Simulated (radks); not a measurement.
The numbers below are computed, except where a source is named.
Question: Gd III, 62 electrons, occupied as [Xe] 4f7 5d1. Code: a radial shooting solver on a logarithmic mesh with Libxc functionals. Model: scalar-relativistic Kohn-Sham, PBE, spin-polarised, spherical densities, finite nucleus; open shells are filled with parallel spins first (spin-orbit coupling, left out, can overturn this in heavy ions); Fermi nuclear charge, rms radius 5.1569 fm. Some entries of the table are withheld. Estimate them.

orbital  occ.  eigenvalue (hartree)  <r^2> (bohr^2)  <1/r> (bohr^-1)
1s down     1             -1841.437       0.0006549            71.64
1s up       1             -1841.437       0.0006549            71.64
2s up       1             -304.4478         0.01028            16.62
2s down     1             -304.4448         0.01028            16.62
2p up       3             -271.0017        0.008282            15.52
2p down     3             -270.9996        0.008282            15.52
3s up       1             -67.90010         0.06830            6.096
3s down     1             -67.80352         0.06817            6.103
3p up       3             -57.53586         0.06849            5.731
3p down     3             -57.43967         0.06834            5.738
3d up       5             -43.83779         0.05756            5.438
3d down     5             -43.76360         0.05738            5.444
4s up       1             -14.15108          0.3451            2.570
4s down     1             -13.92460          0.3451            2.569
4p up       3             -10.73451          0.3895            2.363
4p down     3             -10.50966          0.3897            2.361
4d up       5              -6.00638          0.4689            2.082
4d down     5              -5.78356          0.4707            2.079
5s up       1              -2.37951           1.973              (1)
5s down     1              -2.25109           2.032              (2)
5p up       3              -1.54312           2.692           0.8478
5p down     3              -1.44048           2.801           0.8282
4f up       7              -0.89305          0.9376            1.535
4f down     0              -0.69163           1.063            1.493
5d up       1                   (3)           6.334              (4)
5d down     0                   (5)           6.803              (6)

Answer: 
(1) 5s up <1/r> (bohr^-1): 1.001
(2) 5s down <1/r> (bohr^-1): 0.9834
(3) 5d up eigenvalue (hartree): -0.57961
(4) 5d up <1/r> (bohr^-1): 0.5522
(5) 5d down eigenvalue (hartree): -0.51965
(6) 5d down <1/r> (bohr^-1): 0.5298
